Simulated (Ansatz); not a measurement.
Steps of a relaxation of C3H8BClO2 (`CC(C)OB(O)Cl`) with RKS PBE0-D4/def2-TZVP.

```sh
$ ansatz run in.yaml --threads 2 --pin off --events-out ev --progress --plain --max-ram 22528MiB --backend cuda --devices 0, --max-vram 18GiB
```

```yaml
crystal:
  periodic: [false, false, false]
  atoms:
    - {symbol: C, position_ang: [-0.193620, 0.352280, -1.572920]}
    - {symbol: C, position_ang: [0.297420, -0.344250, -0.307570]}
    - {symbol: C, position_ang: [-0.122950, -1.808670, -0.263590]}
    - {symbol: O, position_ang: [-0.264930, 0.302190, 0.836920]}
    - {symbol: B, position_ang: [0.269040, 1.325730, 1.510080]}
    - {symbol: O, position_ang: [-0.366460, 1.863540, 2.565760]}
    - {symbol: Cl, position_ang: [1.815880, 2.032550, 1.093640]}
    - {symbol: H, position_ang: [0.228800, -0.132810, -2.448160]}
    - {symbol: H, position_ang: [0.113930, 1.395210, -1.565050]}
    - {symbol: H, position_ang: [-1.278730, 0.305350, -1.627000]}
    - {symbol: H, position_ang: [1.391060, -0.264020, -0.251910]}
    - {symbol: H, position_ang: [-1.206970, -1.882920, -0.296280]}
    - {symbol: H, position_ang: [0.230120, -2.273290, 0.653240]}
    - {symbol: H, position_ang: [0.297320, -2.337960, -1.113540]}
    - {symbol: H, position_ang: [-1.209920, 1.467080, 2.786380]}
basis:
  gaussian: {orbitals: def2-TZVP}
hamiltonian: {xc: pbe0, dispersion: d4}
relax: {f_tol: 0.005, max_steps: 150}
```

Positions (Å) and forces (eV/Å) along the path, 8 of 8 steps:

```xyz
15
step=1 energy=-20529.2921 eV
C    -0.194    0.352   -1.573    0.211   -0.133    0.546
C     0.297   -0.344   -0.308   -0.156   -0.122   -0.278
C    -0.123   -1.809   -0.264    0.207    0.584    0.130
O    -0.265    0.302    0.837   -0.255   -0.513   -0.329
B     0.269    1.326    1.510   -0.121   -0.037    0.089
O    -0.366    1.864    2.566   -0.049    0.413    0.459
Cl    1.816    2.033    1.094    0.509    0.213   -0.168
H     0.229   -0.133   -2.448    0.048   -0.051   -0.176
H     0.114    1.395   -1.565    0.033    0.141   -0.069
H    -1.279    0.305   -1.627   -0.161   -0.014   -0.036
H     1.391   -0.264   -0.252   -0.117   -0.030    0.013
H    -1.207   -1.883   -0.296   -0.168   -0.044   -0.029
H     0.230   -2.273    0.653    0.045   -0.112    0.109
H     0.297   -2.338   -1.114    0.051   -0.122   -0.134
H    -1.210    1.467    2.786   -0.078   -0.173   -0.126
15
step=2 energy=-20529.3121 eV
C    -0.192    0.358   -1.567    0.072   -0.110    0.233
C     0.291   -0.347   -0.311   -0.012   -0.049   -0.111
C    -0.120   -1.806   -0.259    0.063    0.258   -0.006
O    -0.272    0.294    0.835   -0.127   -0.164   -0.044
B     0.271    1.320    1.512   -0.186   -0.032    0.006
O    -0.368    1.867    2.567    0.036    0.223    0.239
Cl    1.824    2.030    1.080    0.259    0.090   -0.072
H     0.228   -0.124   -2.450    0.009   -0.012   -0.066
H     0.118    1.403   -1.563    0.013    0.033   -0.014
H    -1.280    0.314   -1.626   -0.055    0.003   -0.025
H     1.382   -0.268   -0.250   -0.025   -0.005    0.001
H    -1.207   -1.890   -0.296   -0.055   -0.034   -0.010
H     0.234   -2.273    0.660    0.015   -0.022    0.027
H     0.303   -2.342   -1.108    0.010   -0.056   -0.042
H    -1.213    1.463    2.776   -0.017   -0.123   -0.115
15
step=3 energy=-20529.3170 eV
C    -0.194    0.354   -1.560   -0.026    0.041   -0.096
C     0.285   -0.344   -0.310    0.033   -0.001   -0.035
C    -0.116   -1.798   -0.260   -0.034   -0.104    0.004
O    -0.284    0.296    0.834   -0.028    0.142    0.068
B     0.261    1.334    1.502    0.042   -0.209    0.132
O    -0.367    1.872    2.574    0.018    0.097   -0.038
Cl    1.849    2.010    1.085   -0.080    0.023   -0.025
H     0.223   -0.126   -2.449   -0.012    0.013    0.035
H     0.117    1.401   -1.564   -0.010   -0.018   -0.001
H    -1.285    0.312   -1.626    0.035    0.004    0.007
H     1.375   -0.262   -0.244    0.017    0.008    0.008
H    -1.204   -1.897   -0.302    0.040    0.007    0.005
H     0.238   -2.265    0.662   -0.013    0.005   -0.019
H     0.312   -2.340   -1.107   -0.009    0.030    0.031
H    -1.210    1.451    2.765    0.029   -0.039   -0.077
15
step=4 energy=-20529.3195 eV
C    -0.192    0.356   -1.555   -0.032    0.060   -0.095
C     0.286   -0.346   -0.307    0.038   -0.020   -0.015
C    -0.118   -1.799   -0.261   -0.027   -0.116    0.002
O    -0.282    0.290    0.840    0.034    0.083    0.120
B     0.272    1.319    1.515   -0.061    0.042   -0.091
O    -0.368    1.877    2.571    0.055   -0.010    0.008
Cl    1.839    2.027    1.065   -0.074   -0.058    0.047
H     0.223   -0.123   -2.446   -0.006    0.006    0.037
H     0.121    1.403   -1.557   -0.009   -0.017    0.003
H    -1.283    0.318   -1.622    0.030    0.000    0.012
H     1.375   -0.266   -0.240    0.011    0.007    0.000
H    -1.206   -1.898   -0.305    0.033    0.015    0.005
H     0.235   -2.270    0.659   -0.010    0.006   -0.014
H     0.310   -2.340   -1.109   -0.006    0.028    0.024
H    -1.212    1.453    2.752    0.026   -0.025   -0.043
15
step=5 energy=-20529.3207 eV
C    -0.193    0.358   -1.557   -0.014    0.003   -0.029
C     0.286   -0.346   -0.308    0.025   -0.007   -0.012
C    -0.117   -1.801   -0.259   -0.014   -0.027   -0.011
O    -0.282    0.292    0.839   -0.004    0.035    0.055
B     0.269    1.323    1.511   -0.009   -0.009   -0.029
O    -0.367    1.876    2.570    0.020    0.034    0.028
Cl    1.840    2.021    1.070   -0.025   -0.015    0.011
H     0.223   -0.122   -2.446   -0.003    0.002    0.008
H     0.119    1.404   -1.558    0.000   -0.008    0.007
H    -1.283    0.318   -1.622    0.008    0.000    0.002
H     1.376   -0.265   -0.242    0.003    0.002    0.002
H    -1.205   -1.898   -0.302    0.009    0.003    0.000
H     0.235   -2.271    0.661   -0.001    0.009   -0.004
H     0.311   -2.340   -1.107   -0.002    0.006    0.006
H    -1.210    1.450    2.751    0.006   -0.027   -0.034
15
step=6 energy=-20529.3210 eV
C    -0.194    0.358   -1.558   -0.004    0.000   -0.005
C     0.286   -0.346   -0.307    0.010   -0.004   -0.009
C    -0.117   -1.801   -0.259   -0.004   -0.004   -0.003
O    -0.282    0.293    0.840   -0.008    0.009    0.017
B     0.269    1.324    1.510    0.015   -0.011   -0.010
O    -0.367    1.876    2.570    0.000    0.025    0.022
Cl    1.840    2.020    1.072   -0.010   -0.003    0.001
H     0.222   -0.122   -2.446   -0.001    0.000    0.002
H     0.119    1.404   -1.558    0.000   -0.002    0.002
H    -1.284    0.318   -1.621    0.001    0.000    0.001
H     1.376   -0.264   -0.241    0.000    0.001    0.001
H    -1.205   -1.898   -0.303    0.001    0.000    0.000
H     0.235   -2.270    0.662    0.000    0.003   -0.001
H     0.311   -2.340   -1.106    0.000    0.001    0.001
H    -1.209    1.446    2.746    0.000   -0.015   -0.017
15
step=7 energy=-20529.3211 eV
C    -0.195    0.358   -1.556    0.002    0.000    0.000
C     0.287   -0.345   -0.307   -0.001    0.000    0.001
C    -0.117   -1.801   -0.259    0.001    0.000   -0.002
O    -0.280    0.293    0.842    0.005    0.001   -0.003
B     0.271    1.325    1.511   -0.008   -0.009   -0.005
O    -0.368    1.877    2.569    0.012    0.013    0.005
Cl    1.843    2.019    1.073   -0.002    0.002    0.003
H     0.220   -0.122   -2.445   -0.001    0.000    0.000
H     0.119    1.404   -1.557    0.000   -0.001    0.001
H    -1.285    0.319   -1.619    0.000    0.000    0.001
H     1.376   -0.264   -0.241   -0.001   -0.002   -0.001
H    -1.205   -1.897   -0.303    0.000    0.000    0.000
H     0.234   -2.270    0.662    0.000    0.001    0.000
H     0.312   -2.339   -1.106    0.000   -0.001    0.000
H    -1.210    1.442    2.736   -0.007   -0.005    0.000
15
step=8 energy=-20529.3211 eV
C    -0.194    0.358   -1.556    0.000    0.001    0.001
C     0.287   -0.346   -0.307    0.002    0.001   -0.002
C    -0.118   -1.801   -0.259    0.000    0.000    0.001
O    -0.279    0.293    0.842   -0.003   -0.002    0.001
B     0.271    1.325    1.511    0.002   -0.001   -0.003
O    -0.368    1.877    2.569    0.000    0.001    0.000
Cl    1.842    2.021    1.073   -0.001    0.000    0.000
H     0.219   -0.122   -2.445    0.000    0.000    0.000
H     0.119    1.404   -1.557    0.000   -0.001    0.000
H    -1.285    0.320   -1.618    0.000    0.000    0.001
H     1.377   -0.265   -0.242    0.000    0.000    0.000
H    -1.205   -1.897   -0.303    0.000    0.000    0.000
H     0.234   -2.270    0.662    0.000    0.000    0.000
H     0.311   -2.340   -1.106    0.000    0.000    0.000
H    -1.210    1.442    2.736    0.000    0.000    0.000
```

It took 26 s on 2 threads of an AMD EPYC 7R13 on a shared host and a share of an NVIDIA H100 80 GB, with 0.95 GiB of host memory at the peak.
